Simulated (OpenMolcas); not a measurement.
## Tm2+ in CsCaF3: curves along the breathing mode

Tm2+ with its 6 nearest fluoride ions, on the Ca site of CsCaF3 (a = 4.526 Å, distance in the model lattice 2.263 Å). The rest of the host is ab initio model potentials to 7.6 Å, with orthogonalisation functions on the cations behind the ligands, and point charges beyond; the distance is set by hand and nothing relaxes. Ligand basis ANO-RCC-VDZP.

- Program: OpenMolcas 26.06
- Method: CASSCF
- Basis: ANO-RCC-VDZP [7s6p4d2f1g]
- Scalar Hamiltonian: DKH2, point nucleus
- Active space: 13 electrons in 7 orbitals (4f)
- State averaging: 2S+1 = 2 odd, 7 roots
- Spin-orbit coupling: RASSI with atomic mean-field integrals over the reference wave functions

Spin-free energies (labels of O, the rotations of Oh) in cm-1 above the lowest fitted minimum, as all ligands move together:

```
R (Å)    2T1    2T2    2A2
 2.16   5410   5950   6240
2.211   1390   1850   2110
2.262     10    420    650
2.313   1180   1540   1740
2.364   4880   5200   5390
2.415  11230  11510  11680
2.466  20450  20700  20850
```

Cubic fits give the following; the wavenumber is harmonic, with the mass of all moving ligands, small differences in it between states hang on the degree of the fit, a number in brackets counts states of one label, and the table is a selection of at most 14 states with clean curves.

```
State  R0 (Å)  Breathing mode (cm-1)  Minimum (cm-1)
  2T1   2.265                    540               0
  2T2   2.266                    541             400
  2A2   2.267                    542             630
```

For an f ion spin-orbit coupling outweighs the ligand field, so these spin-free curves are not those of observable levels.

Without dynamic correlation the ligand-field splitting of an f shell can come out too small, at times by half. No measured value stands beside these numbers.
